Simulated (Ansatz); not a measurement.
Reaction (redistribution): `[Cl][In]([Cl])[GeH3]` + `CO[SiH2]S[SiH3]` → `CO[SiH2][S][GeH3]` + `[SiH3][In]([Cl])[Cl]`

Computed with Ansatz on PBE0-D4/def2-TZVP structures; ΔE is electronic, products minus reactants. CBS: MP2 limit from def2 TZ/QZ plus the TZ coupled-cluster correction, frozen cores. Functionals use def2-TZVPP. B3LYP here is the variant with VWN-RPA as its local correlation; programs differ in this. Elements past krypton have def2 core potentials. For Ge, In outer-core shells are correlated without core-valence functions, which leaves a few kJ/mol of doubt a bond. Scalar relativity is left out up to krypton. Each species was taken in one conformer, which may not be the lowest.

`[Cl][In]([Cl])[GeH3]`:

Z-matrix (Å, degrees):
```
Ge
In 1 2.585
H 1 1.533 2 109.2
H 1 1.533 2 108.9 3 -120.8
H 1 1.534 2 108.1 3 119.8
Cl 2 2.327 1 124.7 3 -15.2
Cl 2 2.327 1 124.6 3 165.3
```

`CO[SiH2]S[SiH3]`:

```xyz
13

C    -1.724    1.163    0.217
O    -0.551    1.651    0.831
Si    0.852    0.819    0.908
S     1.613    0.310   -1.025
Si    0.974   -1.729   -1.058
H    -1.568    0.998   -0.854
H    -2.054    0.224    0.674
H    -2.509    1.909    0.347
H     0.664   -0.457    1.654
H     1.815    1.719    1.572
H     1.241   -2.225   -2.430
H    -0.478   -1.836   -0.763
H     1.723   -2.546   -0.072
```

`CO[SiH2][S][GeH3]`:

Z-matrix (Å, degrees):
```
C
O 1 1.410
H 1 1.091 2 108.2
H 1 1.095 2 111.1 3 -119.1
H 1 1.096 2 111.7 3 119.4
Si 2 1.642 1 123.2 3 -164.4
S 6 2.113 2 108.3 1 163.2
H 6 1.489 2 107.8 1 41.9
H 6 1.486 2 112.4 1 -79.1
Ge 7 2.232 6 96.4 2 -51.4
H 10 1.535 7 105.8 6 -155.0
H 10 1.533 7 110.0 6 85.5
H 10 1.537 7 109.0 6 -35.9
```

`[SiH3][In]([Cl])[Cl]`:

Cartesian coordinates in Å:
```
Si -0.877 0.192 -0.900
In 0.882 -0.179 0.913
Cl 1.314 -2.233 1.919
Cl 2.284 1.462 1.782
H -0.399 -0.464 -2.142
H -1.055 1.648 -1.120
H -2.149 -0.427 -0.453
```

| level | ΔE (kcal/mol) | difference from CCSD(T)/CBS |
| --- | --- | --- |
| PBE-D4 | 8.2 | -0.8 |
| r2SCAN-D4 | 8.6 | -0.4 |
| PBE0-D4 | 8.3 | -0.7 |
| B3LYP-D4 | 8.6 | -0.4 |
| ωB97X-V | 8.1 | -0.9 |
| ωB97M-V | 8.7 | -0.3 |
| B2PLYP | 8.5 | -0.5 |
| PBE | 8.0 | -1.0 |
| r2SCAN | 8.5 | -0.5 |
| PBE0 | 8.1 | -0.9 |
| B3LYP | 8.3 | -0.7 |
| HF/def2-TZVPP | 7.7 | -1.3 |
| MP2/def2-TZVPP | 8.8 | -0.2 |
| SCS-MP2/def2-TZVPP | 8.3 | -0.7 |
| CCSD/def2-TZVPP | 8.0 | -1.0 |
| CCSD(T)/def2-TZVPP | 7.9 | -1.1 |
| HF/def2-QZVPP | 7.9 | -1.1 |
| MP2/def2-QZVPP | 9.4 | 0.4 |
| SCS-MP2/def2-QZVPP | 8.9 | -0.1 |
| HF/CBS(def2) | 7.9 | -1.1 |
| MP2/CBS(def2) | 9.8 | 0.8 |
| CCSD/CBS(def2) | 9.0 | 0.0 |
| CCSD(T)/CBS | 9.0 | 0 |

Largest T1 diagnostic among the species: 0.013.
